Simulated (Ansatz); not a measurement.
Mn₂Cu⁻. Charge -1, multiplicity 9. Geometry PBE-D4/def2-TZVPD; atoms count from 1.

```xyz
3

Cu   -0.003   -0.001    0.002
Mn   -1.186    1.856   -1.104
Mn    1.189   -1.855    1.102
```

The charge -1 multiplicity 9 is spin-contaminated (final ⟨S²⟩ up to 21.65, 20.00 for a pure state). The highest occupied level of the charge -1 multiplicity 9 lies above zero (up to 0.59 eV). It is a level of β spin, whose loss leaves a multiplicity 10; that state wasn't run at this geometry and level. The electron is either unbound and held by the finite basis, or the level is raised by self-interaction error. No other spin state of charge -1 was run. The geometry of the multiplicity 9 was relaxed on an unsound state (⟨S²⟩ 20.97, where a pure state has 20.00). Another isomer (multiplicity 9) lies 0.37 eV lower at PBE0-D4/def2-TZVPD; other spin states weren't run for this one.

Question: Estimate the Mulliken populations from the PBE0/def2-TZVPD orbitals of Ansatz.

Answer: 
```csv
atom,charge (e),spin (α − β),d electrons
Cu1,-0.68,-0.67,9.91
Mn2,-0.16,4.34,5.23
Mn3,-0.16,4.34,5.23
```
Mulliken values and Mayer orders depend strongly on the basis. With diffuse functions, as here, like atoms can get unlike values, and bond orders can come out too low or too high.

Question: Where does the spin sit?

Answer: Summed by element: Cu -0.67, Mn 8.67, of 8 unpaired in all. Largest on single atoms: Mn3 4.34, Mn2 4.34, Cu1 -0.67.

Question: And the Mayer bond orders between bonded heavy atoms (over 0.3)?

Answer: Cu1–Mn2 1.09 (2.46 Å); Cu1–Mn3 1.09 (2.46 Å). Values over 0.3 also appear between atoms too far apart for a bond (Mn2–Mn3 0.44 at 4.93 Å); they arise where an orbital or an unpaired electron spreads over both atoms.
